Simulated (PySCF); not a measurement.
CH₈FNOSi₂, SMILES N([SiH2]O)[SiH2]CF.

Geometry: B3LYP-D3(BJ)/def2-SVP. The structure was generated by enumeration, and PubChem lists no compound with its InChIKey, so it may never have been made. The values are those of a single conformer.

All values below come from CAM-B3LYP/def2-TZVP in PySCF.

The molecule is in vacuum.

Computed frontier levels, gap, dipole moment and polarisability:
The highest occupied level is -9.10 eV. The lowest empty level comes out as 1.07 eV. The orbital gap is 10.17 eV. The dipole moment is 2.23 D and the quadrupole, principal values (traceless, Buckingham form, about the centre of nuclear charge) is -7.99, -0.83, 8.82 D·Å. The mean static polarisability comes out as 72.7 bohr³ (10.77 Å³). The polarisability, principal values is 65.9, 68.5, 83.7 bohr³.
